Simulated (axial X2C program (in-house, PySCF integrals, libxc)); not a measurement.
## MoAs: from the spin-free to the two-component result

Computed with an axial X2C code built on PySCF integrals. Spin-free means the one-electron spin-free X2C Hamiltonian; two-component (2c) means X2C with spin–orbit coupling and atomic mean-field two-electron Coulomb and Gaunt terms, so the difference of the two also holds small scalar two-electron terms. Basis: Mo dyall-v3z [11s12p9d3f2g], As dyall-v3z [9s9p6d1f] (cores contracted in-house); Gaussian nuclei, density fitting, unrestricted open shells. Masses: Mo 97.905 u, As 74.922 u.

Spin-free state: M_S = 3/2, Λ = 0 (beyond evenly filled blocks: σα, δ+α, δ-α); fragments Mo + As.

```
level  Re (Å)  ωe (cm⁻¹)  De (eV)  μ (D)
 PBE0   2.279      277.0    2.407  -3.40
   HF   2.658      155.7    0.400  -3.85
 TPSS   2.236      334.9    3.073  -3.14
  PBE   2.235      340.2    3.137  -2.85
```

Dipoles are positive if As is the positive end.

Two-component determinant lowest at the distance of the search:

Ω = 3/2 (⟨Sz⟩ = 1.50, ⟨Lz⟩ = 0.00 at PBE0); fragments Mo + As.

```tsv
level	Re (Å)	ωe (cm⁻¹)	De (eV)	μ (D)
PBE0	2.280	276.6	2.398	-3.39
HF	2.659	155.1	0.397	-3.84
TPSS	2.236	334.4	3.063	-3.13
PBE	2.235	339.7	3.126	-2.84
```

Problem. From the two tables, how do the constants change at the PBE0 level (2c against spin-free)?

Solution. At the PBE0 level Re increases by 0.001 Å and ωe falls by 0.4 cm⁻¹; De changes by -0.009 eV.

Occupations by symmetry block were frozen at the best pattern of an incomplete PBE0 search. Dissociation energies refer to the lowest single-determinant-based atoms at the same level and basis. Density functionals use the spin component along the axis (collinear). With several unpaired electrons one determinant need not be a pure state. This is the top spin component of a Σ state; components of lower Ω are not single determinants and can lie lower. The determinant is spin-polarised beyond a pure state at some levels (its spin-free form has ⟨S²⟩ too high), which makes Re and μ there less reliable.
